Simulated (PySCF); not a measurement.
# CH4F2Si

CH4F2Si is a small molecule, neutral, singlet. The structure, one conformer, was relaxed in the gas phase by PBE0-D3(BJ)/def2-SVP. No frequency run checks that it is a minimum.

SMILES: C[SiH](F)F

Coordinates in Å:
```
Si1    -0.815    0.084   -0.221
C2      0.943   -0.082    0.314
F3     -0.915    1.116   -1.463
F4     -1.353   -1.339   -0.768
H5     -1.751    0.548    0.830
H6      1.028   -0.801    1.144
H7      1.342    0.886    0.652
H8      1.568   -0.441   -0.517
```

Shieldings: GIAO PBE0/pcSseg-2. Shifts are against computed references at the same level: C TMS (σ 184.1 ppm), H TMS (σ 31.24 ppm), Si TMS (σ 341.3 ppm). Core levels by delta-SCF with SCAN, pcX-2 on the ionised atom and pcseg-1 elsewhere, spin-free X2C (2p3/2 is the spin-free 2p value less a third of a first-order spin-orbit splitting); from the vacuum level, for chosen atoms.

Q: Give the NMR and core-level values of the distinct atoms.

A: 
```tsv
atoms	bonded to	σ (ppm)	δ (ppm)	core level (eV)
Si1	1 C + 2 F + 1 H	345.0	-3.7	2p3/2 108.99
C2	1 Si + 3 H	186.0	-1.9	1s 291.07
F3 F4	1 Si	320.3	-	1s 692.73
H5	1 Si	26.08	5.16	-
H6 H7 H8	1 C	30.87	0.37	-
```

Values are those of this one static structure, with the three H of a rotating XH3 group averaged; atoms that internal rotation interchanges would show their mean in an NMR spectrum.

Q: By CAM-B3LYP/def2-SVPD (TDDFT singlets, Tamm-Dancoff triplets, ionisation by delta-SCF), where does absorption start, and what does vertical ionisation take?

A: The lowest singlet lies at 8.81 eV (f 0.007), the strongest of the first 6 at 10.20 eV (f 0.282), the lowest triplet at 8.31 eV; vertical ionisation takes 12.11 eV.

The 3 runs behind this took 59 s in all, one thread each of Intel Xeon Platinum 8259CL on a shared host, launched as `OMP_NUM_THREADS=1 python cluster_run.py task.json out`.
